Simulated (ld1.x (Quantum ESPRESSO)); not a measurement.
# Transferability test, TM potential for Pr

Pr (Z = 59), norm-conserving Troullier–Martins (Kleinman–Bylander form), made with ld1.x (Quantum ESPRESSO) 7.5 (PBEsol, fully relativistic). Core [Kr] 4d10, reference 4f2 5s2 5p6 5d1 6s2 6p0. Waves: 5s (bound): rc 1.70 bohr; 5p (bound): rc 2.08 bohr; 5d (bound): rc 2.40 bohr; 4f (bound): rc 0.85 bohr. Local part: all-electron potential smoothed inside 1.45 bohr (lloc = -2). Core correction: none.

Open shells are filled in proportion to 2j + 1 (rel_dist='average').

Occupied shells without a wave of their own: 6s. They enter only through the test configuration that unscreens the potential.

Energies are relative to the spin-unpolarised reference configuration 4f2 5s2 5p6 5d1 6s2 6p0; without spin polarisation the order of configurations can differ from experiment.

```tsv
valence configuration	charge	ΔE all-electron (eV)	error AE − PS (meV)
4f3 5s2 5p6 5d0 6s2 6p0	0	-1.118	-17
4f3 5s2 5p6 5d0 6s1 6p0	+1	4.624	-262
4f3 5s2 5p6 5d0 6s0 6p0	+2	15.155	-663
4f3 5s2 5p6 5d0.5 6s1.5 6p0	0	-0.361	-30
4f1 5s2 5p6 5d0 6s0 6p0	+4	75.714	-2064
4f3 5s2 5p6 5d0 6s0 6p2	0	3.536	-315
```

Problem. What are ΔE and the potential's error for 4f3 5s2 5p6 5d1 6s0 6p0?

Solution. ΔE = 5.517 eV all-electron; the error (AE − PS) is -283 meV.

Levels in the configuration 4f3 5s2 5p6 5d0 6s1 6p0:

```json
{"level": "4f j=5/2", "all-electron (eV)": "-7.267", "pseudo (eV)": "-7.534"}
{"level": "4f j=7/2", "all-electron (eV)": "-6.924", "pseudo (eV)": "-7.202"}
{"level": "5s j=1/2", "all-electron (eV)": "-44.869", "pseudo (eV)": "-45.297"}
{"level": "5p j=1/2", "all-electron (eV)": "-29.290", "pseudo (eV)": "-29.678"}
{"level": "5p j=3/2", "all-electron (eV)": "-26.481", "pseudo (eV)": "-26.883"}
{"level": "6s j=1/2", "all-electron (eV)": "-8.080", "pseudo (eV)": "-8.389"}
```

These tests converged, but a pseudo level misses the all-electron one widely, so the file describes the atom poorly there or has found another state: 4f1 5s2 5p6 5d0 6s0 6p0: empty 6s by 3.4 eV (a node warning on the way). ld1.x printed “convergence not achieved” for 6 of the counted tests; their residual had stalled under 1e-8, short of the target of 1e-14. The 6s level has no wave, so the channel is fitted at the deeper level alone: the likely source of the large errors.

A Bessel basis up to 400 Ry misses an occupied level by 0.09 Ry, so cutoffs and ghosts were not judged.
